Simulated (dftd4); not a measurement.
cyclohexane (C6H12), singlet, at a GFN2-xTB geometry; D4 for pbe run with dftd4 4.2.0.

The dftd4 input:
```
$ dftd4 mol.xyz --func pbe --charge 0 --json dftd4.json --noedisp --property

# file mol.xyz
18

C     -0.66197397     1.12297663    -0.67366385
C      0.75407601     1.25299157    -0.12037658
C      1.45787052    -0.10080089    -0.13252080
C      0.66197397    -1.12297663     0.67366385
C     -0.75407601    -1.25299157     0.12037658
C     -1.45787052     0.10080089     0.13252080
H     -0.61416414     0.80216226    -1.71711692
H     -1.16380661     2.09274194    -0.64468925
H      1.32141866     1.97319664    -0.71413349
H      0.70833863     1.62726918     0.90520925
H      1.55338037    -0.44915229    -1.16379724
H      2.46383348    -0.00147979     0.28135615
H      1.16380661    -2.09274194     0.64468925
H      0.61416414    -0.80216226     1.71711692
H     -1.32141866    -1.97319664     0.71413349
H     -0.70833863    -1.62726918    -0.90520925
H     -1.55338037     0.44915229     1.16379724
H     -2.46383348     0.00147979    -0.28135615
```

Output, abridged:

```
                    ____  _____ _____     ____  _  _
      -------------|  _ \|  ___|_   _|---|  _ \| || |------------
     |             | | | | |_    | | ___ | | | | || |_           |
     |             | |_| |  _|   | ||___|| |_| |__   _|          |
     |             |____/|_|     |_|     |____/   |_|            |
     |             ===================================           |
     |            E. Caldeweyher, S. Ehlert & S. Grimme          |
     |          Mulliken Center for Theoretical Chemistry        |
     |                    University of Bonn                     |
      -----------------------------------------------------------

Rational (Becke-Johnson) damping: pbe-D4-ATM
---------------------
  s6         1.0000
  s8         0.9595
  s9         1.0000
  a1         0.3857
  a2         4.8069
 alp        16.0000
--------------------

Atomic data, radii in Ångström:
------------------------------------------------------
   Z          R(cov)      r4/r2   hardness         EN
------------------------------------------------------
   6 C        1.0000     1.6431     0.4220     2.5500
   1 H        0.4267     1.0622     0.4726     2.2000
------------------------------------------------------

Atomic reference systems (in atomic units):
----------------------------------------------------------------------------
   Z        #      CN     q+Z       C6(AA)   #      CN     q+Z       C6(AA)
----------------------------------------------------------------------------
   6 C      1  0.0000  6.0000      49.3833   2  0.9189  5.8288      52.1688
            3  1.9079  5.8579      35.6972   4  2.8312  5.7775      35.8445
            5  3.7487  5.7435      28.6317   6  2.9183  5.8956      32.2504
            7  0.8556  6.2103      25.6194
   1 H      1  0.0000  1.0000       7.6362   2  0.8942  1.0000       3.0374
----------------------------------------------------------------------------

Atomic properties (in atomic units):
----------------------------------------------------------------------------
     #    Z              CN          q      C6(AA)        C8(AA)   alpha(0)
----------------------------------------------------------------------------
     1    6 C        3.8055    -0.1673     26.5699      768.4483     7.4278
     2    6 C        3.8055    -0.1673     26.5699      768.4483     7.4278
     3    6 C        3.8055    -0.1673     26.5699      768.4483     7.4278
     4    6 C        3.8055    -0.1673     26.5699      768.4483     7.4278
     5    6 C        3.8055    -0.1673     26.5699      768.4483     7.4278
     6    6 C        3.8055    -0.1673     26.5699      768.4483     7.4278
     7    1 H        0.9242     0.0885      1.8934       22.8887     2.1519
     8    1 H        0.9242     0.0788      1.9914       24.0730     2.2068
     9    1 H        0.9242     0.0788      1.9914       24.0730     2.2068
    10    1 H        0.9242     0.0885      1.8934       22.8887     2.1519
    11    1 H        0.9242     0.0885      1.8934       22.8887     2.1519
    12    1 H        0.9242     0.0788      1.9914       24.0730     2.2068
    13    1 H        0.9242     0.0788      1.9914       24.0730     2.2068
    14    1 H        0.9242     0.0885      1.8934       22.8887     2.1519
    15    1 H        0.9242     0.0788      1.9914       24.0730     2.2068
    16    1 H        0.9242     0.0885      1.8934       22.8887     2.1519
    17    1 H        0.9242     0.0885      1.8934       22.8887     2.1519
    18    1 H        0.9242     0.0788      1.9914       24.0730     2.2068
----------------------------------------------------------------------------

Molecular properties (in atomic units):
----------------------------------------
 molecular C6                2265.4712
 molecular C8               50290.4876
----------------------------------------

Dispersion energy:      -1.4844439764558E-02 Eh

[Info] JSON dump of results written to 'dftd4.json'
```
